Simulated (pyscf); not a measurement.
Structures and frequencies: ωB97X-D3(BJ)/def2-SVP in PySCF.

SMILES: [OH][Bi]([OH])[Br]
```xyz
6

O     -0.4753    -0.1750     1.5950
Bi    -1.6535     0.9817     0.3557
O     -0.4454     0.9620    -1.3229
Br    -3.1945    -0.9211    -0.5239
H     -0.1137    -0.9600     1.1612
H     -0.5728     0.1598    -1.8482
```
Charge 0, spin multiplicity 1.

### Question
How much does it cost (ΔH, 298 K, ωB97M-D3(BJ)/def2-TZVP) to split HO–Bi(OH)–Br (SMILES [OH][Bi]([OH])[Br]) at its Bi–Br bond into HO–Bi•–OH + Br•?

### Answer
Bi–Br to HO–Bi•–OH + Br•: 3.08 eV. The 7 functionals that were run give +3.00 (M06-2X) to +3.51 eV (ωB97X-D3(BJ)/def2-TZVP). Other isomers of HO–Bi•–OH were not searched in full and may lie lower. Left out: the spin-orbit lowering of Br, which is large for Br, Se, Te and I. Elements up to Kr have no core potential and no relativistic terms here. Elements past Kr carry the def2 core potentials, without spin-orbit coupling.
